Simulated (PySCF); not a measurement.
Delta-SCF ions had no search for a lower state. Excitations are Tamm–Dancoff values on a coarser integration grid. The basis has no diffuse functions, so Rydberg states are missing or too high.

# C$_{10}$H$_{9}$BS, SMILES `c1(c2c(cccc2)sc1C=C)B` (charge 0, multiplicity 1)

Level of theory: TPSSh-D3(BJ)/def2-TZVP // B3LYP-D3(BJ)/def2-SVP run with PySCF 2.14.0.

| Item | Value |
|---|---|
| HOMO | -5.98 eV |
| dipole moment | 1.18 D |
| HOMO–LUMO gap | 3.28 eV |
| LUMO | -2.70 eV |
| S1 excitation (TDA) | 3.44 eV |
| S1 oscillator strength | 0.048 |
| brightest of the four lowest singlets (TDA) | 4.71 eV |
| T1 excitation (TDA) | 2.29 eV |
| S1–T1 gap (TDA) | 1.15 eV |
| vertical ionisation energy (Delta-SCF) | 7.83 eV |
| total energy | -22034.32 eV |
| cost | about 90 core-minutes (a rough figure) |

```xyz
21

B     -1.2259    -2.1785     0.5442
C     -0.6741    -0.7585     0.4365
C     -1.4723     0.3911     0.3888
C     -2.9243     0.4506     0.4313
C     -3.6724     1.5656     0.3836
S     -0.5395     1.8661     0.2655
C      0.9709     0.9784     0.2735
C      2.2570     1.5243     0.1978
C      3.3427     0.6525     0.2188
C      3.1433    -0.7374     0.3137
C      1.8615    -1.2715     0.3885
C      0.7425    -0.4170     0.3696
H     -0.4770    -3.1235     0.5802
H     -2.4099    -2.3964     0.5958
H     -3.4145    -0.5220     0.5094
H     -4.7625     1.5110     0.4220
H     -3.2297     2.5630     0.3053
H      2.4048     2.6036     0.1245
H      4.3573     1.0531     0.1610
H      4.0082    -1.4045     0.3287
H      1.7138    -2.3500     0.4620
```
